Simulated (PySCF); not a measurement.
# `[SiH3]C([SiH3])[SiH2]P`, CH$_{11}$PSi$_{3}$

Geometry:
| atom | x (Å) | y (Å) | z (Å) |
| --- | --- | --- | --- |
| Si1 | -2.083 | -1.005 | -0.041 |
| C2 | -0.537 | 0.016 | 0.393 |
| Si3 | -0.575 | 1.770 | -0.354 |
| Si4 | 1.070 | -0.919 | -0.007 |
| P5 | 2.782 | 0.206 | 0.910 |
| H6 | -2.156 | -1.205 | -1.488 |
| H7 | -3.282 | -0.300 | 0.418 |
| H8 | -2.013 | -2.309 | 0.622 |
| H9 | -0.548 | 0.152 | 1.479 |
| H10 | 0.574 | 2.545 | 0.124 |
| H11 | -0.526 | 1.684 | -1.816 |
| H12 | -1.807 | 2.449 | 0.055 |
| H13 | 1.232 | -1.093 | -1.458 |
| H14 | 1.085 | -2.256 | 0.603 |
| H15 | 3.037 | 0.994 | -0.195 |
| H16 | 3.738 | -0.720 | 0.539 |

Method used: GIAO CAM-B3LYP/pcSseg-1 magnetisability, rotational g tensor and spin-rotation constants, non-relativistic, gas phase in PySCF 2.14.0. Geometry: GFN2-xTB.

Task: Give the nuclear spin-rotation constants along the inertial axes (H = +C I·J) beside the isotropic shieldings.

Result: Rotational constants 2.6038, 1.0411, 0.7960 GHz. A star marks the isotopologue with that one atom substituted, in its own axes.
| atom | isotope | Caa (kHz) | Cbb (kHz) | Ccc (kHz) | mean (kHz) | σ (ppm) |
| --- | --- | --- | --- | --- | --- | --- |
| P5 | 31P | 2.286 | 0.802 | 0.797 | 1.295 | 603.7 |
| H6 | 1H | -0.224 | -0.101 | 0.025 | -0.100 | 28.0 |
| H7 | 1H | -0.065 | -0.066 | -0.046 | -0.059 | 27.7 |
| H8 | 1H | -0.239 | 0.027 | -0.064 | -0.092 | 27.7 |
| H9 | 1H | -0.298 | -0.125 | -0.015 | -0.146 | 32.8 |
| H10 | 1H | 0.014 | -0.068 | -0.071 | -0.042 | 27.9 |
| H11 | 1H | -0.244 | -0.097 | 0.028 | -0.105 | 28.0 |
| H12 | 1H | -0.049 | -0.067 | -0.052 | -0.056 | 27.8 |
| H13 | 1H | -0.239 | -0.095 | 0.036 | -0.099 | 27.2 |
| H14 | 1H | -0.234 | 0.033 | -0.066 | -0.089 | 27.4 |
| H15 | 1H | -0.283 | -0.063 | -0.036 | -0.127 | 30.7 |
| H16 | 1H | -0.155 | -0.068 | -0.074 | -0.099 | 30.8 |
| Si1 | 29Si* | -1.345 | -0.579 | -0.476 | -0.800 | 410.1 |
| C2 | 13C* | 0.259 | 0.128 | 0.044 | 0.143 | 201.7 |
| Si4 | 29Si* | -1.425 | -0.636 | -0.486 | -0.849 | 385.7 |

For the geometry as given, no vibrational averaging.

Task: How do the rotational constants and the g tensor change when H6, H7, H8, H9, H10, H11, H12, H13, H14, H15, H16 are replaced by deuterium?

Result: Constants 2.1358, 0.9229, 0.7063 GHz; g -0.0255, -0.0117, -0.0102, against -0.0310, -0.0131, -0.0115 before.
